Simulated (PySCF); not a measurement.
A small calculation by hand: oscillator strength and radiative lifetime

Ga(F)2(NHMe) (CH4F2GaN), SMILES [F][Ga]([F])[NH]C.

The structure is a stationary point at PBE-D3(BJ)/def2-SVP. The structure was generated by enumeration; whether it is a known compound was not checked. Other conformers were not sampled.

TDA-PBE/def2-SVPD in PySCF puts the first singlet state with f over 0.02 at 5.85 eV (vertical), with the transition dipole (0.129, 0.665, 0.000) in atomic units.

Task: Find the oscillator strength, the wavelength and the radiative lifetime that this transition would have in vacuum if emission retraced absorption.

Result: 
|μ|² = 0.4589 au, so |μ| = 1.72 D. ΔE = 5.85/27.211 = 0.2150 hartree. f = (2/3) ΔE |μ|² = 0.066 (the program prints 0.066).
λ = 1239.84/5.85 = 212 nm; ν = 47183 cm⁻¹.
Einstein's coefficient A = 0.6670 ν² f s⁻¹ (ν in cm⁻¹) = 9.8e7 s⁻¹, so τ = 1/A = 10 ns. This state is S2; the lower singlet has f = 0.018. The figure is the radiative limit of this one transition; relaxation, internal conversion, crossing to triplets and a medium change what is measured.
